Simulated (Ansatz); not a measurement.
Breaking a bond: SMILES CBr. The C1–Br5 bond (C1 also carries H, H, H; Br5 carries nothing else) is varied alone, starting from the PBE0/def2-TZVP optimised geometry.

Method: unrestricted PBE/cc-pVDZ (Ansatz, a quantum-chemistry and plane-wave program).

The batch members p0 to p7 hold the bond at 1.54, 1.65, 1.73, 1.80, 1.88, 1.93, 1.97, 2.07 Å.

Ansatz input:

Ansatz 0.2 input:
```yaml
# input.yaml
basis:
  gaussian: { orbitals: cc-pvdz }
hamiltonian:
  xc: pbe
batch:
  members: [p0.yaml, p1.yaml, p2.yaml, p3.yaml, p4.yaml, p5.yaml, p6.yaml, p7.yaml]

# p4.yaml, one of the 8 members of this batch
crystal:
  periodic: [false, false, false]
  atoms:
    - { symbol: C, position_ang: [0.0, 0.0, 0.0] }
    - { symbol: H, position_ang: [0.89460405, -0.51651355, -0.33495408] }
    - { symbol: H, position_ang: [0.0, 1.03302546, -0.33488262] }
    - { symbol: H, position_ang: [-0.89463986, -0.51649587, -0.33487361] }
    - { symbol: Br, position_ang: [0.0, 0.0, 1.88] }
total_charge: 0
magnetization:
  spin_polarized: true
```

Lines of the output on each member:

```
Member 0: Total energy: -71116.27069179 eV, -2613.4747435835 hartree
Member 1: Total energy: -71117.99457141 eV, -2613.5380949913 hartree
Member 2: Total energy: -71118.71045088 eV, -2613.5644030764 hartree
Member 3: Total energy: -71119.08202459 eV, -2613.5780581586 hartree
Member 4: Total energy: -71119.29816509 eV, -2613.5860011755 hartree
Member 5: Total energy: -71119.34936176 eV, -2613.5878826182 hartree
Member 6: Total energy: -71119.35448888 eV, -2613.5880710366 hartree
Member 7: Total energy: -71119.26311600 eV, -2613.5847131451 hartree
```

The unrestricted determinant behind UKS-PBE is spin-contaminated at 3.15 to 6.73 Å (<S²> up to 0.9, against 0.00 for a pure singlet).
